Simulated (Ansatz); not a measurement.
Mulliken charges of `CB1C[Se]1` from r2SCAN/def2-TZVPP in Ansatz (PBE0-D4/def2-TZVP geometry).

```json
{"atom": "C1", "x (Å)": "-0.282", "y (Å)": "1.168", "z (Å)": "-0.752", "charge (e)": "-0.207"}
{"atom": "B2", "x (Å)": "-0.108", "y (Å)": "-0.249", "z (Å)": "-0.166", "charge (e)": "0.030"}
{"atom": "C3", "x (Å)": "0.451", "y (Å)": "-1.071", "z (Å)": "0.994", "charge (e)": "-0.184"}
{"atom": "Se4", "x (Å)": "-0.487", "y (Å)": "-2.082", "z (Å)": "-0.482", "charge (e)": "-0.068"}
{"atom": "H5", "x (Å)": "-0.808", "y (Å)": "1.192", "z (Å)": "-1.706", "charge (e)": "0.077"}
{"atom": "H6", "x (Å)": "-0.822", "y (Å)": "1.797", "z (Å)": "-0.036", "charge (e)": "0.071"}
{"atom": "H7", "x (Å)": "0.700", "y (Å)": "1.637", "z (Å)": "-0.878", "charge (e)": "0.071"}
{"atom": "H8", "x (Å)": "-0.066", "y (Å)": "-1.133", "z (Å)": "1.947", "charge (e)": "0.105"}
{"atom": "H9", "x (Å)": "1.510", "y (Å)": "-1.306", "z (Å)": "1.063", "charge (e)": "0.105"}
```

**Question.** By hand: the dipole of these point charges (1 e Å = 4.8032 D).

**Answer.** Σ q r = (0.086, 0.169, 0.120) e Å, of length 0.224 e Å = 1.08 D.

**Question.** How does the dipole of the full density compare? (An estimate is asked.)

**Answer.** Ansatz gave: (0.108, 0.321, 0.131) e Å, 1.74 D; the point charges give 0.62 times that, at 13° from its direction.

Point charges leave out the atoms' own dipoles, such as those of lone pairs, and Mulliken's split depends on the basis, so the two needn't agree.
